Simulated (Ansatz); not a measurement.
## An input for TiHCl3O (SMILES Cl[Ti](Cl)(Cl)O)

TiHCl3O: 6 atoms, total charge 0, spin state singlet. SMILES: `Cl[Ti](Cl)(Cl)O`. Geometry: relaxed at PBE0-D4/def2-TZVP. The run starts from this shape.

```xyz
6

Cl   -1.6293   -0.8313    1.3608
Ti   -0.0806   -0.3475   -0.0937
Cl    1.7573   -1.3630    0.4881
Cl   -0.6934   -0.9787   -2.0880
O     0.1919    1.3758   -0.0874
H     0.4540    2.1446    0.4202
```

Settings wanted:

```yaml
basis_set: 3-21G
integral_approximation: automatic
walk_f_tol: 0.002 eV/angstrom
task: optimise
method: HF
reference: RHF
accuracy: medium
paw_set: gaussian
start: atoms
d_and_f_functions: Cartesian
```

Write the Ansatz 0.2.0 input and the command.

This one ran through:

input.yaml:
```yaml
crystal:
  periodic: [false, false, false]
  atoms:
    - {symbol: Cl, position_ang: [-1.629250, -0.831330, 1.360800]}
    - {symbol: Ti, position_ang: [-0.080580, -0.347470, -0.093680]}
    - {symbol: Cl, position_ang: [1.757320, -1.362960, 0.488070]}
    - {symbol: Cl, position_ang: [-0.693400, -0.978720, -2.087950]}
    - {symbol: O, position_ang: [0.191890, 1.375840, -0.087440]}
    - {symbol: H, position_ang: [0.454040, 2.144630, 0.420190]}
basis:
  gaussian: {orbitals: 3-21G.json}
hamiltonian: {xc: hf}
relax: {f_tol: 0.002}
output: {orbitals: {seedname: orbitals}}
```

```bash
$ ansatz run input.yaml --threads 1 --pin off --max-ram 3480MiB --events-out events.jsonl --progress --plain --runs-dir runs
```

(Basis files named in the input come from the Basis Set Exchange and aren't shown.)

Calculated total energy at the end of the run: -2291.49951 Eh.
